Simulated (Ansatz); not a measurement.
Reaction (formal exchange of groups at a Ga–B bond): `C=C[B](C)[GaH][F]` + `N=CI` → `[F][GaH][I]` + `C=CB(C)C=N`

Isolated molecules relaxed with PBE0-D4/def2-TZVP in Ansatz; ΔE leaves out vibrations. CCSD(T)/CBS adds triple-zeta CCSD(T) − MP2 to the extrapolated MP2 energy (def2 sets, frozen cores). Functionals use def2-TZVPP. def2 core potentials past Kr. For Ga, I outer-core shells are correlated without core-valence functions, which leaves a few kJ/mol of doubt a bond. Scalar relativity is left out up to krypton. One conformer a species, not always the lowest.

| level | ΔE (kJ/mol) |
| --- | --- |
| ωB97M-V | -188.9 |
| CCSD/def2-SVP | -208.2 |

Q: What does CCSD(T)/CBS give? (Estimate.)

A: The calculation gave: -186.0 kJ/mol. The listed levels differ from it by -2.9, -22.2 kJ/mol.

Largest T1 diagnostic among the species: 0.013.

From BLYP to BHLYP (50 % exact exchange), in def2-TZVPP and without D4, ΔE moves by −32.8 kJ/mol. In def2-TZVPP, CCSD(T) changes the Hartree–Fock value by +31.3 kJ/mol (the triples alone add +4.0 kJ/mol) and MP2 by +28.6 kJ/mol.
